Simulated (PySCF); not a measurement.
Cartesian coordinates in Å; atom numbers follow the order of the lines, from 1:
```xyz
17

O     3.7035   -1.4833   -1.2923
C     3.3027   -0.6607   -0.5411
F     4.1347    0.1037    0.1827
C     1.9175   -0.3090   -0.2472
C     1.3891    0.6318    0.5919
C    -0.0310    0.5131    0.4594
C    -1.1490    1.1551    1.0177
C    -2.4084    0.7351    0.6200
C    -2.5732   -0.3059   -0.3164
C    -1.4858   -0.9565   -0.8847
C    -0.2282   -0.5229   -0.4768
O     0.9554   -1.0112   -0.8981
H     1.9568    1.3156    1.2180
H    -1.0260    1.9617    1.7432
H    -3.2947    1.2173    1.0377
H    -3.5831   -0.6085   -0.6023
H    -1.5984   -1.7636   -1.6096
```

Level of theory: GIAO PBE0/pcSseg-1 shieldings, PBE0-D3(BJ)/def2-SVP structure, in PySCF (a single conformation, no relativistic terms, no solvent).

Scale: ¹³C vs TMS (reference shieldings calculated alike).

Task: Do the ¹³C shifts follow the atomic charges (in e)? Tabulate both.

Result: 
```tsv
atoms	hybridisation	δ (ppm)	σ para (ppm)	Hirshfeld	IAO	Mulliken	ESP-fitted
C11	sp2	160.6	-233	+0.07	+0.20	+0.27	+0.42
C2	sp2	154.5	-218	+0.22	+0.60	+0.63	+0.69
C4	sp2	145.2	-218	+0.04	+0.10	+0.04	+0.13
C9	sp2	134.7	-204	-0.04	-0.14	-0.08	-0.08
C6	sp2	130.7	-208	-0.03	-0.05	-0.21	+0.19
C8	sp2	129.7	-200	-0.05	-0.16	-0.09	-0.23
C7	sp2	129.3	-194	-0.04	-0.14	-0.02	-0.25
C5	sp2	123.9	-188	-0.06	-0.17	+0.00	-0.49
C10	sp2	117.9	-185	-0.05	-0.17	-0.05	-0.39
```

Correlation coefficients of δ with charge over these carbons: Hirshfeld +0.84, IAO +0.83, Mulliken +0.75, ESP-fitted +0.89; with the paramagnetic shielding -0.96. With so few points these coefficients are fragile. Charge is one influence among several: hybridisation and low-lying excitations act through the paramagnetic term.

Shifts are as computed. Against solution values, carbons near 30 ppm lie about +2 ppm off and those near 130 ppm about +5 ppm. Of 1211 compounds with measured shifts, 218 miss one by over three times the rms of a fit or turn the order of signals round; such compounds aren't used in these exercises.
